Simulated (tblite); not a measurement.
Compound: C3H13NOSi4.
SMILES with atom numbers: `[SiH3:1][N:2]([SiH3:3])[C@:4]1([SiH3:5])[CH:6]=[CH:7][O:8][SiH2:9]1` (hydrogens: H10, H11, H12 on Si1; H13, H14, H15 on Si3; H16, H17, H18 on Si5; H19 on C6; H20 on C7; H21, H22 on Si9)

The geometry is computed with GFN2-xTB (gas phase).

Q: List the bond lengths, angles and torsions at this level.

A: 
```
                     bond  length (Å)
           Si1–N2, N2–Si3       1.734
                    N2–C4       1.468
                   C4–Si5       1.918
                    C4–C6       1.501
                    C6=C7       1.325
                    C7–O8       1.366
                   O8–Si9       1.650
                   C4–Si9       1.930
Si1–H10, Si3–H13, Si3–H14       1.470
Si1–H11, Si1–H12, Si3–H15       1.461
Si5–H16, Si5–H17, Si5–H18       1.465
                   C6–H19       1.076
                   C7–H20       1.078
                  Si9–H21       1.459
                  Si9–H22       1.459
```

Bonds in one row agree within 0.01 Å and their mean is given. A selection of angles:
```
      angle  degrees
 N2–Si1–H10    110.8
 N2–Si1–H11    110.4
 N2–Si1–H12    106.3
H10–Si1–H11    109.9
 Si1–N2–Si3    124.7
  Si1–N2–C4    116.6
 N2–Si3–H15    107.4
H13–Si3–H15    110.6
  N2–C4–Si5    114.0
   N2–C4–C6    112.5
  N2–C4–Si9    114.1
  Si5–C4–C6    103.4
 Si5–C4–Si9    111.8
  C6–C4–Si9     99.6
 C4–Si5–H16    111.3
 C4–Si5–H17    109.9
 C4–Si5–H18    107.3
H16–Si5–H17    110.2
   C4–C6–C7    115.8
  C4–C6–H19    121.2
  C7–C6–H19    122.9
   C6–C7–O8    118.1
  C6–C7–H20    127.7
  O8–C7–H20    114.2
  C7–O8–Si9    112.1
 O8–Si9–H21    108.7
 O8–Si9–H22    107.6
  C4–Si9–O8     94.1
 C4–Si9–H21    115.3
 C4–Si9–H22    114.9
H21–Si9–H22    113.9
```

Torsions: Si1–N2–C4–Si5 140° (anticlinal); N2–C4–C6–C7 -127° (anticlinal); C4–C6–C7–O8 3° (synperiplanar); C6–C7–O8–Si9 2° (synperiplanar); C7–O8–Si9–C4 -4° (synperiplanar); N2–C4–Si9–O8 125° (anticlinal).

The 5-membered ring C4–C6–C7–O8–Si9 has internal angles of 94.1° to 118.1° (sum 540°, against 540° for a flat polygon); it is almost planar, 0.03 Å rms from its mean plane, widest ring torsion 5°. Si5 (SiH3 silicon) is tetrahedral (angles from 107.3° to 111.3°). N2 (nitrogen bridging silicon atoms) is planar (angles 124.7°, 118.1° and 116.6°, sum 359.4°, 0.07 Å off the plane of its three neighbours). Si9 (oxygen-bound silicon) has angles from 94.1° to 115.3°. Of the pairs four or more bonds apart, Si1···H19 is among the closest relative to their van der Waals radii: 2.98 Å, 90 % of the sum of Bondi's values. The 2 C–C bonds span 1.325 Å (C6=C7, drawn double) to 1.501 Å (C4–C6, drawn single), a spread of 0.176 Å. Si1 (SiH3 silicon) is tetrahedral (angles from 106.3° to 110.8°).

Point group: C1 (no symmetry element, even within 0.4 Å). Its GFN2-xTB frequencies are all real (lowest 25 cm⁻¹). The numbers are those of one conformer. 2 starts were optimised and ended at 0.00 and 0.02 kcal/mol (GFN2-xTB); the lowest of these is shown.
